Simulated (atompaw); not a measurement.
Before and after: PAW (atompaw) potential for Rh (Z = 45)

* Element: rhodium (Rh)
* Generator: atompaw 4.2.0.5
* Type: PAW
* Functional: PBE
* Relativity: scalar-relativistic
* Frozen core: [Ar] 3d10
* Valence charge: 17
* Reference configuration: 4s2 4p6 4d8 5s0 5p0 (charge +1)
* Partial waves: 4s (bound): rc 1.10 bohr; 5s (bound, empty): rc 1.95 bohr; 4p (bound): rc 1.30 bohr; 5p (bound, empty): rc 2.35 bohr; 4d (bound): rc 2.35 bohr; 4d channel at -0.65 Ry: rc 2.05 bohr
* Local potential: bessel scheme, radius 1.95 bohr
* Core correction: smooth core density matched at 1.55 bohr
* Augmentation charge: sinc compensation charge, radius 1.75 bohr; PAW radius 2.35 bohr; waves and projectors: custom polynom vanderbiltortho

All-electron outer shells of the reference configuration (PBE, scalar-relativistic, ld1.x):

| shell | level (eV) | outermost node (bohr) | outermost maximum (bohr) |
| --- | --- | --- | --- |
| 3d | -308.19 | – | 0.29 |
| 4s | -90.19 | 0.47 | 0.88 |
| 4p | -58.15 | 0.47 | 0.94 |
| 4d | -13.58 | 0.46 | 1.14 |
| 5s | -10.78 | 1.19 | 2.51 |
| 5p | -6.19 | 1.34 | 3.22 |

Change: all radii scaled by about 1.08 (s 1.18, p 1.40, d 2.54 bohr); local potential bessel scheme, radius 2.10 bohr; augmentation sinc compensation charge, radius 1.88 bohr; PAW radius 2.54 bohr; waves and projectors: custom polynom vanderbiltortho; core correction smooth core density matched at 1.68 bohr.

Cutoffs: the cutoffs (Ry, on a coarse ladder) from which the occupation-weighted sum of valence levels, in a spherical-Bessel basis at the reference potential, stays within 10 and 1 mRy of its value at 400 Ry; they do not see the model core or the augmentation charge, which bear on the density cutoff.

What does the change do?

The potential gets neither clearly harder nor softer (50 Ry and 90 Ry → 50 Ry and 80 Ry); neither file shows a bound ghost.

| quantity | base | changed |
| --- | --- | --- |
| cutoff, loose | 50 Ry | 50 Ry |
| cutoff, tight | 90 Ry | 80 Ry |
| loose cutoff by channel (10 mRy a level) | s 45 Ry, p 30 Ry, d 15 Ry | s 35 Ry, p 30 Ry, d 12 Ry |
| bound ghosts | none | none |
| lowest overlap eigenvalue by channel | s 0.49, p 0.52, d 0.41 | s 0.59, p 0.52, d 0.62 |

 The cutoffs see the waves, projectors and local potential, not the compensation charge or the core.
